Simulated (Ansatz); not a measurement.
**Which method gave which barrier?**

Saddle point of SiH2OF4, singlet (SiHOF₃ ([OH][Si]([F])([F])[F]) + HF → SiF₄ ([F][Si]([F])([F])[F]) + H₂O; bonds formed: Si1–F7, O2–H6; bonds broken: Si1–O2, H6–F7), PBE0-D4/def2-TZVP structure:

Si1  (-0.405, 0.162, -0.426)
O2  (0.451, -0.742, 0.805)
F3  (-0.223, -0.306, -1.916)
F4  (-0.806, 1.664, -0.166)
F5  (-1.804, -0.530, -0.073)
H6  (1.329, -0.042, 0.517)
F7  (1.397, 0.713, -0.407)
H8  (0.062, -0.920, 1.665)
(Å)

Program: Ansatz 0.2.0. Basis: def2-TZVPP, with def2-QZVPP for the basis limit. Cores are frozen in the correlated methods. Extrapolation: Hartree–Fock as exp(−7.88 √X), correlation as X^−2.97. Four methods, as single points on the PBE0-D4 structures, gave these electronic barriers from the start structure: 34.0, 85.5, 106.3, 146.3 kJ/mol.

(1) The methods were, in alphabetical order, BHLYP-D4, HF, PBE0-D4, SPW92. Which gave which? (Judge from chemistry; the calculation decides.)

No T1 diagnostic of these runs exceeds 0.012.

Answers

(1) By the calculation: SPW92 34.0; PBE0-D4 85.5; BHLYP-D4 106.3; HF 146.3 kJ/mol. For comparison, CCSD(T) at an estimated basis limit (MP2 extrapolated from triple and quadruple zeta, plus CCSD(T) − MP2 in triple zeta) gives 99.0 kJ/mol.

Steps of this kind, hydrogen fluoride cutting a network bond, underlie vapour etching and the fluorination step of atomic layer etching.

Labels in which every atom is bracketed show which atoms are joined, not bond orders.

For scale, one of the runs: CCSD(T)/def2-TZVPP, 225 basis functions, launched by `ansatz run in.yaml --threads 8 --pin off --events-out ev --progress --plain --max-ram 19148MiB`. Time: 100 s of wall clock on 8 CPU threads of an Arm Neoverse V1; the host was shared. Peak host memory: 4.2 GiB.
